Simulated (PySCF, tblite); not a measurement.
C2H5F2NO4S2.
SMILES with atom numbers: `[CH3:1][CH2:2][N:3]([S:4](=[O:5])(=[O:6])[F:7])[S:8](=[O:9])(=[O:10])[F:11]` (hydrogens: H12, H13, H14 on C1; H15, H16 on C2)

Computed geometry: GFN2-xTB, gas phase.

(1) What internal coordinates does the optimisation give?

Results:

(1) 
| bond | length (Å) | order |
| --- | --- | --- |
| C1–C2 | 1.520 | single |
| C2–N3 | 1.456 | single |
| N3–S4 | 1.640 | single |
| S4=O5, S8=O10 | 1.411 | double |
| S4=O6, S8=O9 | 1.401 | double |
| S4–F7 | 1.604 | single |
| N3–S8 | 1.629 | single |
| S8–F11 | 1.615 | single |
| C1–H12, C1–H13, C1–H14 | 1.087 | single |
| C2–H15, C2–H16 | 1.091 | single |

Bonds in one row agree within 0.01 Å and their mean is given. Orders are formal, as drawn. A selection of angles:
| angle | degrees |
| --- | --- |
| C2–C1–H12 | 109.5 |
| C2–C1–H13 | 110.7 |
| H12–C1–H13 | 108.9 |
| C1–C2–N3 | 112.3 |
| C1–C2–H15 | 111.5 |
| N3–C2–H15 | 105.5 |
| H15–C2–H16 | 110.2 |
| C2–N3–S4 | 119.8 |
| S4–N3–S8 | 112.3 |
| N3–S4–O5 | 110.1 |
| N3–S4–O6 | 112.1 |
| N3–S4–F7 | 96.5 |
| O5–S4–O6 | 121.5 |
| O5–S4–F7 | 105.9 |
| O6–S4–F7 | 107.6 |
| N3–S8–F11 | 99.8 |

Torsions: C1–C2–N3–S4 -69° (synclinal); C2–N3–S4–O5 -16° (synperiplanar); C2–N3–S8–O9 169° (antiperiplanar). The mirror-image conformer, all signs reversed, is as good.

Of the pairs four or more bonds apart, O10···H15 is among the closest relative to their van der Waals radii: 2.46 Å, 90 % of the sum of Bondi's values. N3 (sulfonyl-bound nitrogen) has angles 120.4°, 119.8° and 112.3°, sum 352.5°, 0.25 Å off the plane of its three neighbours. S4 (sulfonyl sulfur) has angles from 96.5° to 121.5°.

Point group: C1 (no symmetry element, even within 0.4 Å). Its GFN2-xTB frequencies are all real (lowest 39 cm⁻¹). One conformer, not necessarily the lowest.
